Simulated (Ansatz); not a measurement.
Relaxation of C4H10BN (16 atoms, charge 0, multiplicity 1), to a largest force component of 0.02 eV/Å in at most 40 steps.

All numbers below come from UKS PBE0/STO-3G in Ansatz.

```xyz
16
Properties=species:S:1:pos:R:3
C 0.574 -1.896 0.131
C 0.750 -0.441 0.651
C -0.266 0.577 0.019
C -0.078 0.883 -1.470
B -0.687 1.754 0.927
N -1.573 0.537 0.523
H -0.492 -2.172 0.314
H 0.770 -1.877 -0.977
H 1.218 -2.538 0.674
H 0.669 -0.459 1.785
H 1.781 -0.123 0.430
H 0.893 1.220 -1.706
H -0.431 -0.018 -2.062
H -0.899 1.674 -1.756
H -0.621 2.904 1.166
H -1.630 -0.048 1.394
```

Problem. Where does it end, and by what steps?

Solution. It converged. Limits of this set-up: minimal basis. After 13 steps the energy has fallen by 1.926 eV; H16 moved furthest, 0.91 Å.

```json
{"step": "0", "energy less start (eV)": "0.0000", "largest force component (eV/Å)": "6.611", "accepted": "yes"}
{"step": "1", "energy less start (eV)": "-1.2503", "largest force component (eV/Å)": "2.069", "accepted": "yes"}
{"step": "2", "energy less start (eV)": "-1.5153", "largest force component (eV/Å)": "1.244", "accepted": "yes"}
{"step": "3", "energy less start (eV)": "-1.5954", "largest force component (eV/Å)": "1.121", "accepted": "yes"}
{"step": "4", "energy less start (eV)": "-1.7093", "largest force component (eV/Å)": "0.890", "accepted": "yes"}
{"step": "5", "energy less start (eV)": "-1.7777", "largest force component (eV/Å)": "1.336", "accepted": "yes"}
{"step": "6", "energy less start (eV)": "-1.8487", "largest force component (eV/Å)": "0.505", "accepted": "yes"}
{"step": "7", "energy less start (eV)": "-1.7965", "largest force component (eV/Å)": "2.173", "accepted": "no"}
{"step": "8", "energy less start (eV)": "-1.9018", "largest force component (eV/Å)": "0.253", "accepted": "yes"}
{"step": "9", "energy less start (eV)": "-1.9218", "largest force component (eV/Å)": "0.185", "accepted": "yes"}
{"step": "10", "energy less start (eV)": "-1.9254", "largest force component (eV/Å)": "0.059", "accepted": "yes"}
{"step": "11", "energy less start (eV)": "-1.9255", "largest force component (eV/Å)": "0.053", "accepted": "yes"}
{"step": "12", "energy less start (eV)": "-1.9258", "largest force component (eV/Å)": "0.031", "accepted": "yes"}
{"step": "13", "energy less start (eV)": "-1.9258", "largest force component (eV/Å)": "0.004", "accepted": "yes"}
```

```xyz
16
Properties=species:S:1:pos:R:3
C 0.574 -1.846 0.164
C 0.885 -0.394 0.598
C -0.129 0.654 0.070
C -0.128 0.807 -1.465
B -0.717 1.771 1.012
N -1.456 0.682 0.738
H -0.426 -2.147 0.503
H 0.614 -1.951 -0.927
H 1.305 -2.539 0.600
H 0.909 -0.349 1.697
H 1.887 -0.115 0.239
H 0.868 1.119 -1.806
H -0.379 -0.136 -1.970
H -0.852 1.568 -1.781
H -0.686 2.781 1.587
H -2.293 0.071 0.785
```

Time of the run: 100 s on 1 thread of Intel(R) Xeon(R) Platinum 8259CL CPU @ 2.50GHz (Skylake/Cascade Lake), on a shared host, peak memory 0.18 GiB.
